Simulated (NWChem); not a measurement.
System: SnF$_{2}$, singlet; SMILES [F][Sn][F]

```xyz
3

Sn     0.0000     0.0000     0.3456
F     -1.4491     0.0000    -0.9601
F      1.4491     0.0000    -0.9601
```
Atoms are numbered in this order, from 1.

Computed with NWChem. Low-valent species are run as closed-shell singlets; no triplet was tried in these runs. Geometry: optimised at PBE0/def2-SVP. def2 effective core potentials on Sn; no spin-orbit coupling. Ions are spin-unrestricted doublets at the neutral geometry; other ion states weren't tried.

For level r2SCAN/def2-SVP:

```yaml
"−ε(HOMO) (eV)": 7.58
```

Task: What are these values for level PBE0/def2-SVP?

Result: 
- −ε(HOMO) (eV) = 8.52
